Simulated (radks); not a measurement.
Valence configurations of the tin ion Sn3+ (all share [Kr]). All-electron calculation, Dirac Kohn-Sham, PBEsol, spin-unpolarised, spherical densities, finite nucleus; open shells are shared between the two j in proportion to 2j + 1; Fermi nuclear charge, rms radius 4.6519 fm. Program: a radial shooting solver on a logarithmic mesh with Libxc functionals. Energies are relative to 4d10 5s1; eigenvalues in eV.

\begin{tabular}{lrrrrrr}
valence & E (eV) & e(4d3/2) & e(4d5/2) & e(5p1/2) & e(5p3/2) & e(5s1/2) \\ \hline
4d10 5s1 & 0.000 & -55.682 & -54.617 & - & - & -35.953 \\
4d10 5p1 & 9.266 & -57.001 & -55.931 & -28.085 & -27.184 & - \\
4d9.5 5s1 5p0.5 & 14.663 & -58.954 & -57.861 & -28.577 & -27.640 & -37.458 \\
4d9.5 5s0.5 5p1 & 19.426 & -59.599 & -58.504 & -28.945 & -28.001 & -37.862 \\
4d9 5s2 & 20.609 & -60.943 & -59.827 & - & - & -38.115 \\
4d9 5s1 5p1 & 30.354 & -62.218 & -61.098 & -29.778 & -28.791 & -38.907 \\
4d9 5p2 & 40.181 & -63.467 & -62.342 & -30.468 & -29.466 & - \\
4d8.5 5s1.5 5p1 & 42.072 & -64.858 & -63.712 & -30.587 & -29.557 & -39.929 \\
4d8 5s2 5p1 & 54.603 & -67.518 & -66.346 & -31.375 & -30.301 & -40.929 \\
4d8 5s1 5p2 & 64.916 & -68.727 & -67.551 & -32.024 & -30.932 & -41.652 \\
\end{tabular}

NIST lists [Kr] 4d10 5s1 as the ground configuration; this level of theory agrees among the configurations tried. The energies are those of spherical spin-averaged densities, not of single terms.
